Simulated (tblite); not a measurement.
C₆H₁₃PSi.
SMILES with atom numbers: `[CH3:1][SiH2:2][P:3]1[CH:4]=[C:5]([CH3:6])[CH2:7][CH2:8]1` (hydrogens: H9, H10, H11 on C1; H12, H13 on Si2; H14 on C4; H15, H16, H17 on C6; H18, H19 on C7; H20, H21 on C8)

The geometry is computed with GFN2-xTB (gas phase).

What internal coordinates does the optimisation give?

| bond | length (bohr) | order |
| --- | --- | --- |
| C1–Si2 | 3.587 | single |
| Si2–P3 | 4.256 | single |
| P3–C4 | 3.423 | single |
| C4=C5 | 2.514 | double |
| C5–C6 | 2.820 | single |
| C5–C7 | 2.844 | single |
| C7–C8 | 2.889 | single |
| P3–C8 | 3.531 | single |
| C1–H9, C1–H10, C1–H11 | 2.052 | single |
| Si2–H12, Si2–H13 | 2.781 | single |
| C4–H14 | 2.038 | single |
| C6–H15, C6–H16, C6–H17 | 2.058 | single |
| C7–H18, C7–H19 | 2.067 | single |
| C8–H20, C8–H21 | 2.064 | single |

Bonds in one row agree within 0.02 bohr and their mean is given. Orders are formal, as drawn. A selection of angles:
| angle | degrees |
| --- | --- |
| C1–Si2–P3 | 106.7 |
| Si2–P3–C4 | 98.2 |
| Si2–P3–C8 | 99.8 |
| C4–P3–C8 | 89.2 |
| P3–C4–C5 | 115.0 |
| C4–C5–C6 | 125.7 |
| C4–C5–C7 | 115.3 |
| C6–C5–C7 | 118.9 |
| C5–C7–C8 | 107.7 |
| P3–C8–C7 | 107.9 |

Dihedral angles: C1–Si2–P3–C4 76° (synclinal); Si2–P3–C4–C5 90°; P3–C4–C5–C6 179° (antiperiplanar); C4–C5–C7–C8 17° (synperiplanar); C5–C7–C8–P3 -23° (synperiplanar); Si2–P3–C8–C7 -79° (synclinal). The mirror-image conformer, all signs reversed, is as good.

The 5-membered ring P3–C4–C5–C7–C8 has internal angles of 89.2° to 115.3° (sum 535°, against 540° for a flat polygon); it is puckered, 0.11 Å rms from its mean plane, widest ring torsion 23°. P3 (three-coordinate phosphorus) is pyramidal (angles 99.8°, 98.2° and 89.2°, sum 287.1°, 1.01 Å off the plane of its three neighbours). Of the pairs four or more bonds apart, Si2···H18 is among the closest relative to their van der Waals radii: 3.45 Å, 104 % of the sum of Bondi's values. The C–P distances run from 1.811 Å (P3–C4, drawn single) to 1.868 Å (P3–C8, drawn single), a spread of 0.057 Å. Si2 (SiH2 silicon) is distorted tetrahedral (angles from 106.7° to 116.3°). The C–C distances run from 1.330 Å (C4=C5, drawn double) to 1.529 Å (C7–C8, drawn single), a spread of 0.199 Å.

Point group: C1 (no symmetry element, even within 0.4 Å). Its GFN2-xTB frequencies are all real (lowest 26 cm⁻¹). The numbers are those of one conformer.

Hardware: one thread of an Arm Neoverse V2, on a shared host. Cost: 0.41 s wall. These figures are those of the optimisation.
